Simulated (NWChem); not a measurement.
Molecule: CH₄SSi, singlet; SMILES C[Si]S

```xyz
7

Si    -0.7859    -0.5525    -0.0031
C      0.7816    -1.6433    -0.0034
H      0.8572    -2.1037     0.9996
H      1.7372    -1.1436    -0.2252
H      0.6413    -2.4825    -0.7060
S      0.2453     1.3252    -0.0023
H     -0.8475     2.1215     0.0334
```
Atoms are numbered in this order, from 1.

All runs: NWChem. Low-valent species are run as closed-shell singlets; no triplet was tried in these runs. All runs use the structure optimised with PBE0/def2-SVP. Total energies compare along this basis series because the functional is fixed.

```json
[
 {"level": "Hartree-Fock/STO-3G", "basis functions": "27", "energy (Ha)": "-718.4917", "highest occupied level (eV)": "-5.88", "orbital gap (eV)": "11.95", "dipole (D)": "1.26"},
 {"level": "Hartree-Fock/def2-SVP", "basis functions": "70", "energy (Ha)": "-726.4079", "highest occupied level (eV)": "-8.81", "orbital gap (eV)": "10.02", "dipole (D)": "0.55"},
 {"level": "Hartree-Fock/def2-SVPD", "basis functions": "103", "energy (Ha)": "-726.4178", "highest occupied level (eV)": "-8.88", "orbital gap (eV)": "9.96", "dipole (D)": "0.67"},
 {"level": "Hartree-Fock/def2-TZVP", "basis functions": "129", "energy (Ha)": "-726.6904", "highest occupied level (eV)": "-8.84", "orbital gap (eV)": "9.90", "dipole (D)": "0.61"},
 {"level": "Hartree-Fock/def2-TZVPD", "basis functions": "162", "energy (Ha)": "-726.6916", "highest occupied level (eV)": "-8.86", "orbital gap (eV)": "9.83", "dipole (D)": "0.62"},
 {"level": "Hartree-Fock/def2-TZVPP", "basis functions": "171", "energy (Ha)": "-726.6921", "highest occupied level (eV)": "-8.84", "orbital gap (eV)": "9.90", "dipole (D)": "0.62"}
]
```
